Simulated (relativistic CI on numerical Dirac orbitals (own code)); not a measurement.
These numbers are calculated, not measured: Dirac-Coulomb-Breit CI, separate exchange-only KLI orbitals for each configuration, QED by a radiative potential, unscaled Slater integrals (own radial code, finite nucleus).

The strongest absorption lines from the ground level of an ion, among the configurations computed and to levels below about 408 eV (vacuum wavelength in nm, gf): 3.4723 (0.19), 3.5133 (0.28), 3.5181 (0.81), 3.5384 (0.68), 3.5638 (0.21), 6.5903 (1.4), 6.9220 (1.2), 7.2361 (1.1).

Which ion is it?
A. Mo XVII
B. Cd XXIII
C. Ru XIX
D. Zr XV

C. Ru XIX has 26 electrons and the ground level 3s²3p⁶3d⁸ ³F4; the strongest line goes to 3s²3p⁵3d⁹ ³D°3. The pattern of lines fixes the number of electrons, and along that sequence the line energies rise steadily with the charge (about as its square where n changes within one kind of shell, about linearly where n is kept but much faster in heavy ions where fine structure, which grows about as Z⁴, sets the gap, and irregularly where shells cross), which fixes Z. Configurations outside the model, such as inner-shell arrays, can give stronger lines. At this charge energies of transitions that change n are usually good to better than 1 %, and those within a shell (Δn = 0) to a few per cent. Terms inside the open d or f shell come out 10 to 20 % too wide with unscaled integrals.

LS names give the leading component of a level, which can be under half, so a name can repeat, a term be missing and a line seem to break the LS rules.
